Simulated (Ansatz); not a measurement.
Z-matrix (Å, degrees):
```
C
N 1 1.361
B 1 1.570 2 118.0
N 1 1.284 2 120.6 3 -179.6
H 2 1.003 1 119.9 3 -13.1
H 2 1.006 1 118.4 3 -171.7
F 3 1.323 1 119.8 2 5.6
H 3 1.197 1 121.6 2 -175.5
H 4 1.017 1 109.7 2 177.6
```

Total charge 0; spin multiplicity 1.

Question: List the CAM-B3LYP/def2-TZVPP orbital energies in eV (Ansatz). (An estimate is asked.)

Answer: Computed: Occupied: -674.49, -391.96, -390.84, -280.46, -187.59, -35.90, -28.10, -25.51, -19.10, -17.79, -17.06, -15.36, -15.17, -14.90, -14.24, -12.37, -11.76, -9.02, -8.51. Lowest empty: -0.72, 1.69, 2.46, 2.58, 2.80, 3.15, 3.83, 4.91.
